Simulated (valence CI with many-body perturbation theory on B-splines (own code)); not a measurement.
The numbers below are computed, except where a source is named.
## Sensitivity of CI+MBPT for Ta LIII

Level of theory: valence CI with perturbative core correlation (CI+MBPT): three valence electrons over a frozen Dirac-Fock core [Ar], radial functions for each j: 6 s, 6 p, 5 d, 5 f, 1 g, with the one-electron correlation potential Σ1, the two-electron term Σ2, the three-electron term Σ3, Breit, model QED; selected CI, second order for the rest, scaled by the run's own slope (own B-spline code, finite nucleus).

The last digits are not significant, and no measured levels were compared; by estimate large intervals hold to a few tenths of a per cent, small ones and those within an open d or f shell to about a per cent. The list stops below the first excitations out of the core. Only levels of the ground parity were solved; by the run's estimate the other parity begins above the list, which can be wrong where configurations are misplaced.

The reference run has the lowest level (3d3/2^3) J=3/2 and an ionisation energy of 4878.71 eV. Its largest variational space holds 2186 state functions.

Levels are named by their leading jj configuration (3d3/2^4 stands for four electrons in 3d with j = 3/2), which in mixed levels can hold well under half, so a name can repeat and another be missing. Letters in brackets count levels of one name in rising energy.

Changed runs:
A. size limit of the variational space 10000 → 3000; second order for the rest on → off
B. highest l in the core sums 6 → 3
C. correlating orbitals by l 3 3 3 3 1 → 4 4 3 0 0
D. factor on the speed of light 1 → 1.1 (bad on purpose)

Excitation energies of the reference run in cm⁻¹, and shifts in cm⁻¹:

```tsv
Level	Reference	A	B	C	D
(3d3/2^2 3d5/2) J=5/2 [a]	492756	+0.1	+328	-755	-97664
(3d3/2^2 3d5/2) J=3/2	543277	0	+90	-216	-96335
(3d3/2^2 3d5/2) J=9/2	572613	+0.1	+571	-261	-95175
(3d3/2^2 3d5/2) J=7/2	572785	0	+356	-278	-98344
(3d3/2^2 3d5/2) J=1/2	585776	0	-81	+144	-96971
(3d3/2^2 3d5/2) J=5/2 [b]	770298	+0.4	-322	+1297	-103821
(3d3/2 3d5/2^2) J=7/2 [a]	1055330	0	+416	-730	-193496
(3d3/2 3d5/2^2) J=9/2	1091630	0	+561	-606	-194501
(3d3/2 3d5/2^2) J=3/2 [a]	1133210	+0.1	-43	+13	-195691
(3d3/2 3d5/2^2) J=1/2	1156640	0	-152	+284	-195895
(3d3/2 3d5/2^2) J=11/2	1167640	+0.1	+737	-109	-192805
(3d3/2 3d5/2^2) J=5/2 [a]	1170030	+0.2	-3.8	+217	-191653
Ionisation energy (eV)	4878.71	0	+0.83	-0.25	-8.89
```
